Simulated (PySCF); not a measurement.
Compound: C₆H₁₀OSi₂.
Structure used (PBE0-D3(BJ)/def2-SVP), in Å, numbered top down from 1:
```xyz
19
C6H10OSi2 angstrom
O      3.6950    0.5884   -0.3902
Si     2.9084   -0.7066   -1.0865
C      1.0897   -0.3848   -0.8075
C      0.1186   -1.3172   -1.1987
C     -1.2354   -1.0634   -0.9988
C     -1.6637    0.1311   -0.3988
Si    -3.4891    0.4574   -0.0949
C     -0.6895    1.0612   -0.0086
C      0.6666    0.8091   -0.2081
H      4.6546    0.6017   -0.4270
H      3.2142   -0.8063   -2.5499
H      3.3182   -2.0048   -0.4614
H      0.4168   -2.2598   -1.6699
H     -1.9692   -1.8089   -1.3207
H     -3.7338    1.9304   -0.0355
H     -4.3052   -0.1440   -1.1934
H     -3.9388   -0.1456    1.1989
H     -0.9907    2.0047    0.4566
H      1.4119    1.5460    0.1031
```

Method used: TDDFT PBE0/def2-SVPD, vertical, gas phase, core orbitals frozen in the response (PySCF).

Kohn–Sham orbitals with the atoms that hold most of them (Löwdin shares over 4%, at most four atoms; ? is withheld):

```json
{"orbital": "LUMO+2", "ε (eV)": "-0.05", "atoms": "Si2 29%, O1 28%, H10 14%, H12 9%"}
{"orbital": "LUMO+1", "ε (eV)": "-0.53", "atoms": "C5 19%, C4 18%, C9 18%, C8 16%"}
{"orbital": "LUMO", "ε (eV)": "?", "atoms": "?"}
{"orbital": "HOMO", "ε (eV)": "-7.41", "atoms": "?"}
{"orbital": "HOMO-1", "ε (eV)": "-7.50", "atoms": "C5 22%, C9 21%, C4 19%, C8 19%"}
{"orbital": "HOMO-2", "ε (eV)": "-8.60", "atoms": "C3 14%, C6 13%, Si2 11%, Si7 10%"}
{"orbital": "HOMO-3", "ε (eV)": "-8.78", "atoms": "O1 38%, Si2 22%, H12 14%, H11 13%"}
```

Q: Give the leading atoms of the HOMO.

A: C6 (bonded to 2 C and Si) 22%; C3 (bonded to 2 C and Si) 21%; C8 (bonded to 2 C and H) 10%; C4 (bonded to 2 C and H) 10%.

Q: Which atoms hold the LUMO, and with what shares?

A: C6 (bonded to 2 C and Si) 20%; C3 (bonded to 2 C and Si) 20%; C8 (bonded to 2 C and H) 11%; C4 (bonded to 2 C and H) 10%.

Q: What is the LUMO energy, and the HOMO–LUMO gap?

A: ε(LUMO) = -1.05 eV; the gap is 6.36 eV (0.2336 hartree).

Q: How does S1 compare with the orbital gap of 6.36 eV?

A: S1 is at 5.18 eV (f = 0.0067), 1.18 eV below the gap, made of HOMO-1→LUMO (62%), HOMO→LUMO+1 (37%). Its leading pair isn't HOMO and LUMO; the energies of that pair differ by 6.45 eV. Without the coupling terms of the response equations the lowest excitation would equal the gap.

Q: One configuration dominates each of S2 and S3. Which, and how do the shares of the two leading atoms of either orbital change from the occupied to the empty one?

A: 
- S2 (5.69 eV, f 0.269), HOMO→LUMO (83%): C6 22% → 20%, C3 21% → 20%
- S3 (6.13 eV, f 0.0098), HOMO-2→LUMO (98%): C3 14% → 20%, C6 13% → 20%

Löwdin shares depend on the basis, the more so with diffuse functions.

The run took 12 min of wall time on Arm Neoverse N1, one thread, shared host, and the process peaked at 1.1 GiB of memory.

One conformer stands for the species.
